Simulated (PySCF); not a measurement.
An unknown is described by computed data only.

Elements present: C, F, H and O. Monoisotopic mass: 138.0292 u.

| Quantity | Value |
| --- | --- |
| UV, strongest line | among the 6 lowest singlet transitions: S2 at 7.24 eV (171 nm, f = 0.032) [TDDFT PBE0/def2-SVPD] |
| UV, first state | lowest singlet excitation: 4.23 eV (293 nm, f = 0.000) [TDDFT PBE0/def2-SVPD] |
| Polarisability | 60.9 au [PBE0/def2-SVPD] |
| 1H NMR | chemical shifts (computed TMS as zero) by class: 3.74 (1 H), 3.39 (1 H), 3.16 (1 H), 2.24 (1 H), 2.21 (1 H) ppm [GIAO PBE0/pcSseg-1] |
| Rotational structure | rotational constants A, B, C: 2.634, 1.407, 1.136 GHz [GFN2-xTB] |
| 13C NMR | chemical shifts (computed TMS as zero) by class: 204.5 (1 C), 133.7 (1 C), 65.9 (1 C), 48.6 (1 C), 13.5 (1 C) ppm [GIAO PBE0/pcSseg-1] |
| Triplet | lowest triplet excitation (Tamm–Dancoff): 3.64 eV [TDA PBE0/def2-SVPD] |

The electronic properties come from PySCF, for the isolated species, density fitting. Levels stand in brackets. Isolated species at its GFN2-xTB geometry, gas phase. NMR values are class means; diastereotopic atoms form classes of their own.

Problem. Which formula fits the mass and the elements?

Solution. C5H5F3O (calculated 138.0292). No other formula that holds each of these elements comes within 0.0003 u with a fitting electron parity and a possible valence count.

Problem. Propose a structure and show how it fits.

Solution. Numbering: `[O:1]=[C:2]1[CH2:3][CH2:4][C@@H:5]1[C:6]([F:7])([F:8])[F:9]`. Its formula, C5H5F3O, gives 2 degrees of unsaturation: 1 ring and 1 π bond in the structure found. 5 carbons fall into 5 classes; from least to most shielded: ketone carbonyl carbon [C2] (204.5 ppm), CF3 carbon [C6] (133.7 ppm), sp3 carbon next to a carbonyl [C5] (65.9 ppm), sp3 carbon next to a carbonyl [C3] (48.6 ppm), four-membered-ring carbon [C4] (13.5 ppm). Hydrogen classes from least to most shielded: 1 H on an sp3 carbon next to a carbonyl, C5 (3.74 ppm), 1 H on an sp3 carbon next to a carbonyl, C3 (3.39 ppm), 1 H on an sp3 carbon next to a carbonyl, C3 (3.16 ppm), 1 H on a four-membered-ring carbon, C4 (2.24 ppm), 1 H on a four-membered-ring carbon, C4 (2.21 ppm). S1 is mainly HOMO→LUMO (weight 0.98); the largest Löwdin shares of the orbital it empties are 0.53 on the ketone oxygen, 0.14 on the ketone carbonyl carbon, 0.13 on an sp3 carbon next to a carbonyl and 0.12 on an sp3 carbon next to a carbonyl, of the orbital it fills 0.35 on the ketone carbonyl carbon, 0.30 on the ketone oxygen, 0.09 on an sp3 carbon next to a carbonyl and 0.08 on an sp3 carbon next to a carbonyl. The optimised geometry has point group C1 and is an asymmetric top. Structure: `O=C1CC[C@@H]1C(F)(F)F`. Computed isomers that give other values at the same levels: `FC(F)[C@@H]1C=C[C@@H](F)O1` (13C chemical shifts (computed TMS as zero) by class: 139.4 (1 C), 138.4 (1 C), 121.5 (1 C), 121.0 (1 C), 92.9 (1 C) ppm); `O=C(F)[C@@]1(F)CC[C@H]1F` (13C chemical shifts (computed TMS as zero) by class: 170.2 (1 C), 99.6 (1 C), 96.2 (1 C), 25.3 (1 C), 22.7 (1 C) ppm); `FC(F)(F)[C@H]1C=COC1` (13C chemical shifts (computed TMS as zero) by class: 159.5 (1 C), 135.7 (1 C), 99.1 (1 C), 71.6 (1 C), 53.6 (1 C) ppm). The assignments are read from this structure; whether some other isomer fits the data as well wasn't checked. The mirror image fits equally.

Conformer computed: `[O:1]=[C:2]1[CH2:3][CH2:4][C@@H:5]1[C:6]([F:7])([F:8])[F:9]`: C4–C5–C6–F7 -52°.
